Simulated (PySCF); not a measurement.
Simulation results for CH₈GeSi₂, CH₈Ge₂Si, CH₇GeSi, CH₅BGeSi

Calculation on a computer-drawn molecule: optimised geometry and harmonic frequencies of an isolated molecule of the commonest isotopes, restricted reference for singlets and unrestricted otherwise, frozen core in MP2; on germanium a core potential holds 10 electrons, which the energies leave out, and 3d is frozen in MP2 and coupled-cluster steps. Program: PySCF 2.14.0.

Common to all runs: charge 0; method HF; basis cc-pV(D+d)Z; basis and core potential on germanium cc-pVDZ-PP ECP10MDF.

(1) CH₈GeSi₂

Start structure:
```xyz
12
CH8GeSi2
Si    -0.0847     0.7471     2.3981
C      1.0193     0.9093     1.1245
Ge     0.6393     1.1131    -0.7756
Si     0.9574    -0.7824    -2.1769
H     -1.5689     0.7680     2.2450
H      0.2608     0.4594     3.7747
H      2.1329     0.7165     1.3577
H     -0.6848     1.6896    -0.9438
H      1.5203     2.2526    -1.3660
H      0.2275    -1.9245    -1.5389
H      2.3298    -1.2138    -2.1837
H      0.4778    -0.5091    -3.4855
```

Settings of this run: multiplicity 1.

It finds rotational constants 5.667, 1.168, 1.038 GHz; total energy -913.7126 hartree; convergence status largest gradient component 1.869e-05 hartree/bohr.

Drawn bonds:
| atom | other atom | order |
| --- | --- | --- |
| 1 | 2 | 2 |
| 2 | 3 | 1 |
| 3 | 4 | 1 |
| 1 | 5 | 1 |
| 1 | 6 | 1 |
| 2 | 7 | 1 |
| 3 | 8 | 1 |
| 3 | 9 | 1 |
| 4 | 10 | 1 |
| 4 | 11 | 1 |
| 4 | 12 | 1 |

Optimised structure:
```xyz
12
CH8GeSi2
Si    -0.0419     0.7835     2.4014
C      1.0282     0.7757     1.0878
Ge     0.5665     1.1332    -0.7649
Si     0.9945    -0.7903    -2.1518
H     -1.4737     1.0925     2.2654
H      0.3631     0.4806     3.7847
H      2.0708     0.5352     1.2832
H     -0.9237     1.5046    -0.8440
H      1.3761     2.3287    -1.2969
H      0.1291    -1.9212    -1.7366
H      2.4120    -1.2089    -2.0193
H      0.7256    -0.4877    -3.5794
```

Modes:
| frequency (cm⁻¹) | reduced mass (dalton) |
| --- | --- |
| 54.33 | 4.344 |
| 94.34 | 1.118 |
| 127.4 | 2.004 |
| 175.6 | 3.512 |
| 343.5 | 1.7 |
| 363.9 | 3.674 |
| 376.6 | 1.088 |
| 509.8 | 2.396 |
| 553.1 | 1.202 |
| 576.1 | 1.182 |
| 612.6 | 1.168 |
| 704.8 | 1.212 |
| 774.5 | 1.108 |
| 820.8 | 1.342 |
| 824.6 | 1.126 |
| 944.5 | 1.039 |
| 984.9 | 1.093 |
| 1018 | 1.23 |
| 1025 | 1.037 |
| 1026 | 1.038 |
| 1041 | 1.195 |
| 1243 | 3.077 |
| 2177 | 1.023 |
| 2191 | 1.016 |
| 2296 | 1.051 |
| 2298 | 1.039 |
| 2301 | 1.03 |
| 2361 | 1.036 |
| 2375 | 1.048 |
| 3305 | 1.087 |

(2) CH₈Ge₂Si

Start structure:
```xyz
12
CH8Ge2Si
Si    -0.4961     0.4019     0.3027
C     -0.2489    -1.1316     1.1204
Ge    -1.3093    -1.7064     2.6050
Ge     1.1046    -2.3698     0.5617
H     -1.5029     1.3402     0.7632
H      0.3123     0.8738    -0.8189
H     -2.4635    -0.8373     2.8819
H     -1.8547    -3.1018     2.5211
H     -0.4902    -1.7095     3.8983
H      1.7357    -2.0558    -0.6590
H      0.6314    -3.7957     0.3664
H      2.2657    -2.5156     1.6406
```

It was run with multiplicity 1.

Results for CH₈Ge₂Si: rotational constants 2.454, 1.112, 0.7797 GHz; total energy -918.1452 hartree; convergence status largest gradient component 1.26e-05 hartree/bohr.

Drawn bonds:
| atom | other atom | order |
| --- | --- | --- |
| 1 | 2 | 2 |
| 2 | 3 | 1 |
| 2 | 4 | 1 |
| 1 | 5 | 1 |
| 1 | 6 | 1 |
| 3 | 7 | 1 |
| 3 | 8 | 1 |
| 3 | 9 | 1 |
| 4 | 10 | 1 |
| 4 | 11 | 1 |
| 4 | 12 | 1 |

Optimised structure:
```xyz
12
CH8Ge2Si
Si    -0.5292     0.2674     0.3202
C     -0.2343    -1.1817     1.1494
Ge    -1.3134    -1.6750     2.6940
Ge     1.1893    -2.3794     0.5728
H     -1.5854     1.2234     0.6949
H      0.2426     0.7089    -0.8542
H     -2.3685    -0.5941     2.9678
H     -2.0272    -3.0122     2.4496
H     -0.4316    -1.8325     3.9410
H      1.9057    -1.7964    -0.6533
H      0.6204    -3.7571     0.2043
H      2.2159    -2.5789     1.6969
```

Modes:
| frequency (cm⁻¹) | reduced mass (dalton) |
| --- | --- |
| 104.3 | 1.015 |
| 123.4 | 1.048 |
| 126.3 | 7.561 |
| 157.6 | 5.145 |
| 227.9 | 3.142 |
| 342 | 9.824 |
| 411.7 | 1.008 |
| 592.3 | 1.15 |
| 622.6 | 1.362 |
| 634.3 | 1.06 |
| 639 | 1.221 |
| 651 | 1.164 |
| 700.3 | 1.253 |
| 892.3 | 1.672 |
| 945.3 | 1.038 |
| 946.1 | 1.586 |
| 956.4 | 1.02 |
| 959.4 | 1.02 |
| 970.1 | 1.019 |
| 975.8 | 1.025 |
| 1046 | 1.054 |
| 1207 | 8.91 |
| 2190 | 1.023 |
| 2196 | 1.023 |
| 2197 | 1.023 |
| 2202 | 1.023 |
| 2218 | 1.011 |
| 2226 | 1.012 |
| 2359 | 1.029 |
| 2364 | 1.055 |

(3) CH₇GeSi

Start structure:
```xyz
10
CH7GeSi
Si    -1.4974    -1.5184     0.4431
C      0.2375    -1.9942    -0.0766
Ge     1.5261    -0.7464     0.8095
H     -1.7753    -1.7439     1.8674
H     -1.8958    -0.1633     0.0674
H      0.4438    -2.9337     0.0555
H      0.4165    -1.7573    -1.1848
H      2.9895    -1.1117     0.3867
H      1.2883     0.6898     0.5561
H      1.4592    -0.9666     2.2965
```

Here we set multiplicity 2.

The calculation gives: rotational constants 17.91, 2.009, 1.911 GHz; total energy -624.2110 hartree; spin squared 0.754; convergence status largest gradient component 2.228e-05 hartree/bohr.

Drawn bonds:
| atom | other atom | order |
| --- | --- | --- |
| 1 | 2 | 1 |
| 2 | 3 | 1 |
| 1 | 4 | 1 |
| 1 | 5 | 1 |
| 2 | 6 | 1 |
| 2 | 7 | 1 |
| 3 | 8 | 1 |
| 3 | 9 | 1 |
| 3 | 10 | 1 |

Optimised structure:
```xyz
10
CH7GeSi
Si    -1.5599    -1.5559     0.3850
C      0.2373    -1.8847    -0.0788
Ge     1.5855    -0.7649     0.8324
H     -1.7954    -1.7998     1.8308
H     -1.9547    -0.1633     0.0530
H      0.4780    -2.9309     0.1347
H      0.3625    -1.7417    -1.1566
H      2.9914    -1.1475     0.3510
H      1.3407     0.7159     0.5202
H      1.5070    -0.9729     2.3492
```

Modes:
| frequency (cm⁻¹) | reduced mass (dalton) |
| --- | --- |
| 92.97 | 1.031 |
| 159.9 | 1.198 |
| 161.9 | 4.513 |
| 480.5 | 1.036 |
| 519.1 | 2.247 |
| 585.9 | 1.055 |
| 611.6 | 1.468 |
| 755.3 | 2.599 |
| 803.4 | 1.356 |
| 860.6 | 1.427 |
| 925.1 | 1.047 |
| 964.5 | 1.021 |
| 968.7 | 1.024 |
| 1000 | 1.055 |
| 1108 | 1.029 |
| 1165 | 1.382 |
| 1504 | 1.088 |
| 2205 | 1.023 |
| 2214 | 1.023 |
| 2230 | 1.012 |
| 2281 | 1.029 |
| 2290 | 1.053 |
| 3182 | 1.059 |
| 3237 | 1.103 |

(4) CH₅BGeSi

Start structure:
```xyz
9
CH5BGeSi
Si     2.1210     1.1725    -0.8072
C      1.5510    -0.1227     0.3656
B      0.2350    -0.3472     0.6896
Ge    -1.6715    -0.5631     1.0681
H      0.9719     1.9641    -1.3692
H      2.8566     0.5973    -1.9390
H      3.0442     2.2264    -0.1272
H      2.4153    -0.6010     0.6829
H     -1.8877     0.6432     0.0520
```

Settings of this run: multiplicity 1.

It finds rotational constants 18.19, 0.9219, 0.8864 GHz; total energy -647.7007 hartree; convergence status largest gradient component 9.666e-06 hartree/bohr.

Drawn bonds:
| atom | other atom | order |
| --- | --- | --- |
| 1 | 2 | 1 |
| 2 | 3 | 2 |
| 3 | 4 | 1 |
| 1 | 5 | 1 |
| 1 | 6 | 1 |
| 1 | 7 | 1 |
| 2 | 8 | 1 |
| 4 | 9 | 1 |

Optimised structure:
```xyz
9
CH5BGeSi
Si     2.1928     1.2380    -0.8475
C      1.6182    -0.0796     0.3363
B      0.2701    -0.2714     0.6278
Ge    -1.7188    -0.6010     1.0976
H      1.0251     1.9801    -1.3780
H      2.9353     0.6434    -1.9856
H      3.1007     2.1989    -0.1747
H      2.3709    -0.7107     0.8063
H     -2.1583     0.5718     0.1334
```

Modes:
| frequency (cm⁻¹) | reduced mass (dalton) |
| --- | --- |
| 72.58 | 4.931 |
| 120.6 | 1.442 |
| 210.8 | 1.818 |
| 281 | 4.265 |
| 281.6 | 1.382 |
| 394.1 | 3.329 |
| 603.3 | 1.085 |
| 641.9 | 1.113 |
| 698.8 | 2.259 |
| 779.4 | 1.4 |
| 800.8 | 2.454 |
| 1020 | 1.166 |
| 1024 | 1.041 |
| 1030 | 1.132 |
| 1044 | 1.045 |
| 1619 | 9.815 |
| 2020 | 1.021 |
| 2288 | 1.05 |
| 2299 | 1.047 |
| 2310 | 1.022 |
| 3296 | 1.087 |
